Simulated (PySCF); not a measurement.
# A single-point calculation

[WO3F]− (singlet). PySCF 2.14.0, RKS PBE, W def2-SVP with ECP60, O def2-SVP, F def2-SVP; non-relativistic Hamiltonian with scalar-relativistic core potentials where named; density fitting; no spin-orbit coupling. Purpose: all atoms moved at random, sigma 0.15 A. The relaxed geometry from which the atoms were moved is a saddle point.

```python
mol = gto.M(atom='''
W     -0.16434    -0.02148     0.00129
O      1.95268    -0.07255    -0.08922
O      0.09299     1.81589    -0.19865
O     -1.90988    -0.24082     0.19412
F     -0.19303    -2.02511     0.09247''',
    basis={'W': 'def2-SVP', 'O': 'def2-SVP', 'F': 'def2-SVP'},
    ecp={'W': 'def2-SVP'},
    charge=-1, spin=0)
mf = dft.RKS(mol, xc='PBE')
mf.grids.atom_grid = (50, 194)
mf = mf.density_fit()  # fitting sets: W def2-universal-JKFIT, O def2-universal-JKFIT, F def2-universal-JKFIT
mf.conv_tol = 1e-08; mf.max_cycle = 55
mf.kernel(dm0)  # dm0: converged density of the relaxed state
mf.nuc_grad_method().kernel()
```

Run from Python with OMP_NUM_THREADS=2; the lines above give its settings. Where DIIS fails, smearing, a level shift and second-order steps follow.
It took 24 s on 2 threads of Arm Neoverse V2, on a shared host, from an already converged density.

(1) Where do the frontier levels lie, over both spins?

(2) What are the Mulliken charges and spins?

(3) What forces act on the atoms (eV/Å)?

(4) How does its energy compare with the relaxed singlet of charge -1 in vacuum?

Results:

(1) HOMO -0.92 eV, LUMO -0.89 eV. The relaxed reference isn't the lowest spin state tried. The gap is small, and the closed shell wasn't tested for a lower spin-broken solution.

(2) 
```tsv
atom	charge (e)	spin (e)
W1	0.651	0.000
O2	-0.485	0.000
O3	-0.401	0.000
O4	-0.374	0.000
F5	-0.392	0.000
```

(3) 
```
W    2.68  2.44 -0.49
O   -3.18 -0.44  0.38
O   -0.85 -3.29  0.23
O    0.47  0.85  0.14
F    0.88  0.43 -0.26
```
Forces carry noise of the integration grid, about 0.01 to 0.03 eV/Å.

(4) It lies 0.870 eV higher.
